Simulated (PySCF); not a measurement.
# Computed records: AlBClFH

Calculation on a computer-drawn molecule: the log of a Hartree-Fock and frozen-core CCSD(T) single point meant for a local Hartree-Fock minimum, with one planted fault or none, to be diagnosed. Offsets are logged minus clean, where the clean run is the same molecule without the fault. The reference is restricted for singlets and unrestricted otherwise, and also for a bond in bohr or an excited solution. Adding or removing an electron swaps singlet and doublet. The excited solution moves the top pair (singlet) or top alpha electron (doublet) to the lowest empty orbital. Highest occupied and lowest empty are orbital energies over both spins, largest force is the largest gradient component, triples share is (T) over the correlation energy, the T1 limit is 0.02 restricted and 0.045 unrestricted, electrons count all cores, a negative frequency is imaginary (commonest isotopes), and the dipole is about the centre of nuclear charge. Program: PySCF 2.14.0.

AlBClFH

Logged structure:
```xyz
5
AlBClFH
F     -1.2662    -3.2191    -1.8335
B     -1.2780    -2.1007    -1.2916
Al    -1.3342    -0.0521    -0.2386
Cl    -2.3911    -0.3641     1.5196
H     -0.6032     1.0780    -1.0298
```

```
meant charge                      : 1
meant multiplicity                : 1
meant basis                       : cc-pV(D+d)Z
logged electrons                  : 44
logged basis functions            : 79
logged SCF converged              : yes
logged spin squared               : 0
logged highest occupied           : -17.414 eV
logged lowest empty               : -5.3029 eV
logged largest force              : 0.017894 hartree/bohr
logged T1 diagnostic              : 0.016667
logged D1 diagnostic              : 0.043454
logged triples share              : 0.024138
logged CC converged               : yes
logged dipole magnitude           : 4.9333 debye
logged SCF stable within its kind : yes
logged energy HF                  : -825.95253 hartree
logged energy CCSD(T)             : -826.43374 hartree
possible faults                   : no fault, one electron removed, one electron added, multiplicity raised by two, geometry at a saddle point, SCF held on an excited solution, minimal basis STO-3G, one bond length entered in bohr, all coordinates scaled
planted fault                     : withheld
```

Drawn bonds:
```tsv
atom	other atom	order
1	2	1
2	3	1
3	4	1
3	5	1
```

Q: AlBClFH: planted fault?
A: all coordinates scaled, by +1.3 %

Further results for AlBClFH:

```
HF energy offset from clean run      : 0.5087 kcal/mol
CCSD(T) energy offset from clean run : -0.109 kcal/mol
```
